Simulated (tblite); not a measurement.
Input of a run (GFN2-xTB geometry optimisation, gas phase (tblite 0.8.0)), started from a force field or distance geometry:
```
{"job": {"kind": "relax", "xc": "GFN2-xTB", "basis": "xTB"}, "charge": 0, "multiplicity": 1}
C      2.240900    -0.746600     0.309800
C      1.355600    -0.162400    -0.542400
C      0.082100    -0.899100    -0.761300
P     -1.312200     0.166400    -0.265800
C     -0.725000     1.667300     0.573000
O     -2.234200     0.513200    -1.397300
O     -2.164900    -0.706900     0.920500
H      2.016500    -1.677400     0.796200
H      3.169800    -0.196600     0.465200
H      1.592100     0.771100    -1.002700
H     -0.039200    -1.227700    -1.832900
H      0.082400    -1.796100    -0.140000
H     -1.073200     1.683000     1.622900
H     -1.077600     2.554900    -0.000800
H      0.395800     1.696900     0.600800
H     -2.316400    -1.631000     0.643500
```

Output (eV, eV/Å):
```
step      E/eV     max force
  0    -648.47674    3.183
  1    -648.65842    2.451
  2    -648.75948    0.658
  3    -648.79550    0.634
  4    -648.84717    0.650
  5    -648.87256    0.605
  6    -648.89181    0.283
  7    -648.90614    0.392
  8    -648.92051    0.461
  9    -648.92967    0.277
 10    -648.93907    0.256
 11    -648.94918    0.271
 12    -648.95984    0.356
 13    -648.96843    0.270
 14    -648.97546    0.224
 15    -648.98302    0.246
 16    -648.99104    0.252
 17    -648.99719    0.183
 18    -649.00089    0.124
 19    -649.00358    0.148
 20    -649.00644    0.269
 21    -649.01009    0.248
 22    -649.01401    0.226
 23    -649.01862    0.210
 24    -649.02111    0.231
 25    -649.02559    0.178
 26    -649.02774    0.172
 27    -649.02978    0.212
 28    -649.03198    0.134
 29    -649.03518    0.116
 30    -649.03639    0.071
 31    -649.03729    0.093
 32    -649.03791    0.076
 33    -649.03868    0.121
 34    -649.03964    0.063
 35    -649.04039    0.057
 36    -649.04081    0.049
 37    -649.04133    0.065
 38    -649.04184    0.059
 39    -649.04223    0.055
 40    -649.04257    0.063
 41    -649.04286    0.045
 42    -649.04348    0.058
 43    -649.04396    0.073
 44    -649.04468    0.063
 45    -649.04518    0.056
 46    -649.04564    0.056
 47    -649.04616    0.060
 48    -649.04687    0.071
 49    -649.04765    0.065
 50    -649.04804    0.157
 51    -649.04862    0.057
 52    -649.04902    0.047
 53    -649.04977    0.086
 54    -649.05016    0.101
 55    -649.05081    0.098
 56    -649.05143    0.071
 57    -649.05234    0.064
 58    -649.05331    0.068
 59    -649.05344    0.200
 60    -649.05463    0.153
 61    -649.05510    0.101
 62    -649.05613    0.099
 63    -649.05664    0.049
 64    -649.05725    0.050
 65    -649.05815    0.063
 66    -649.05872    0.071
 67    -649.05977    0.087
 68    -649.06116    0.101
 69    -649.06325    0.169
 70    -649.06565    0.184
 71    -649.06829    0.183
 72    -649.06900    0.199
 73    -649.07103    0.319
 74    -649.07394    0.101
 75    -649.07572    0.111
 76    -649.07098    0.593
 77    -649.08176    0.125
 78    -649.08403    0.115
 79    -649.06801    0.761
 80    -649.08620    0.087
 81    -649.08740    0.088
 82    -649.08716    0.315
 83    -649.08984    0.089
 84    -649.09069    0.092
 85    -649.09302    0.226
 86    -649.09494    0.089
 87    -649.09676    0.074
 88    -649.09799    0.070
 89    -649.09861    0.081
 90    -649.09925    0.069
 91    -649.10023    0.056
 92    -649.10056    0.046
 93    -649.10088    0.043
 94    -649.10117    0.049
 95    -649.10155    0.051
 96    -649.10198    0.059
 97    -649.10244    0.066
 98    -649.10293    0.078
 99    -649.10344    0.068
100    -649.10388    0.058
101    -649.10426    0.069
102    -649.10474    0.052
103    -649.10531    0.052
104    -649.10576    0.049
105    -649.10645    0.048
106    -649.10688    0.043
107    -649.10712    0.039
108    -649.10725    0.026
109    -649.10737    0.036
110    -649.10757    0.049
111    -649.10771    0.050
112    -649.10790    0.053
113    -649.10802    0.036
114    -649.10812    0.035
115    -649.10819    0.034
116    -649.10836    0.035
117    -649.10858    0.055
118    -649.10884    0.035
119    -649.10907    0.080
120    -649.10930    0.046
121    -649.10961    0.037
122    -649.10992    0.035
123    -649.11009    0.056
124    -649.11019    0.062
125    -649.11031    0.061
126    -649.11049    0.055
127    -649.11074    0.050
128    -649.11099    0.049
129    -649.11123    0.039
130    -649.11151    0.041
131    -649.11188    0.047
132    -649.11232    0.071
133    -649.11276    0.121
134    -649.11339    0.059
135    -649.11438    0.080
136    -649.11591    0.122
137    -649.11901    0.188
138    -649.12337    0.288
139    -649.13063    0.199
140    -649.13665    0.829
141    -649.14548    0.186
142    -649.14827    0.140
143    -649.11922    0.808
144    -649.15319    0.223
145    -649.14833    0.356
146    -649.15719    0.266
147    -649.15742    0.264
148    -649.16235    0.191
149    -649.16489    0.180
150    -649.16814    0.158
151    -649.17214    0.149
152    -649.17487    0.282
153    -649.17671    0.153
154    -649.17875    0.161
155    -649.18170    0.178
156    -649.18561    0.139
157    -649.18643    0.227
158    -649.18866    0.098
159    -649.18980    0.120
160    -649.19218    0.139
161    -649.19291    0.087
162    -649.19332    0.067
163    -649.19375    0.054
164    -649.19404    0.057
165    -649.19431    0.049
166    -649.19452    0.032
167    -649.19464    0.029
168    -649.19473    0.027
169    -649.19482    0.022
170    -649.19491    0.022
171    -649.19500    0.022
172    -649.19509    0.019
173    -649.19515    0.021
174    -649.19519    0.020
175    -649.19523    0.017
176    -649.19528    0.015
177    -649.19532    0.016
178    -649.19536    0.014
179    -649.19538    0.012
180    -649.19540    0.009
```

Q: Summarise the run.

A: The energy falls by 0.719 eV over 180 L-BFGS steps, the largest force on an atom goes from 3.18 to 0.009 eV/Å, and the atoms move by 1.046 Å rms after alignment. The bond that changes most is P4–O7 (phosphoryl phosphorus to hydroxyl oxygen), which shortens by 0.083 Å. Bonds longer at the end by more than 0.005 Å: 3 of 15; shorter: 9. Among the angles that change most is C3–C2–H10, from 124.0° to 114.7°. Among the dihedrals that turn most is C3–P4–O7–H16, from -47° to -123°. The energy rose by more than 1e-5 eV at steps 76, 79, 82, 143 and 145. The first step brought 25 % of the lowering.

Q: What are the final bond lengths?

A: C1=C2 1.320 Å, C2–C3 1.487 Å, C3–P4 1.843 Å, P4–C5 1.828 Å, P4=O6 1.468 Å, P4–O7 1.619 Å, C1–H8 1.078 Å, C1–H9 1.076 Å, C2–H10 1.082 Å, C3–H11 1.093 Å, C3–H12 1.089 Å, C5–H13 1.087 Å, C5–H14 1.086 Å, C5–H15 1.085 Å, O7–H16 0.959 Å. Numbering counts from 1 in the input's order; the species is `C=CC[P@@](C)(=O)O`.

Its GFN2-xTB frequencies are all real (lowest 52 cm⁻¹). The numbers are those of one conformer. 3 starts were optimised and ended at 0.00, 0.29 and 2.14 kcal/mol (GFN2-xTB); the lowest of these is shown.

These are computed values.
